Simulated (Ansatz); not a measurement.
C3H7I (1-iodopropane): a line through the functionals

The species is C3H7I (11 atoms), meant as a singlet with charge 0. As SMILES, `CCCI`. Geometry: relaxed at PBE0-D4/def2-TZVP. This is one conformer, not always the lowest.

The HOMO–LUMO gap y, in eV, basis def2-SVP with a core potential; a is the functional's share of exact exchange. Programs: Ansatz 0.2.0.

| functional | program | a | y (eV) |
| --- | --- | --- | --- |
| BLYP | Ansatz | 0 | 4.43 |
| PBE | Ansatz | 0 | 4.50 |
| B3LYP | Ansatz | 0.2 | ? |
| r2SCAN0 | Ansatz | 0.25 | 6.90 |
| PBE0 | Ansatz | 0.25 | 6.61 |
| BHLYP | Ansatz | 0.5 | 8.63 |

Problem. Fit y = c + s·a to the known rows and predict B3LYP.

Solution. 
1. Means of the 5 rows: a = 0.2000, y = 6.214.
2. Σ(Δa)² = 0.175, Σ(Δa·Δy) = 1.4785, so the slope is 1.4785/0.175 = 8.4486.
3. Intercept: 6.214 − (8.4486) × 0.2000 = 4.524. The largest residual of the fit is 0.26.
4. B3LYP: 4.524 + (8.4486) × 0.2 = 6.21 eV.

The run gave 6.12 eV, so the prediction is off by +0.09 eV, within the scatter of the fit. Exact exchange lowers occupied levels and raises empty ones. The rows mix families of semi-local functionals, which the line can't see.
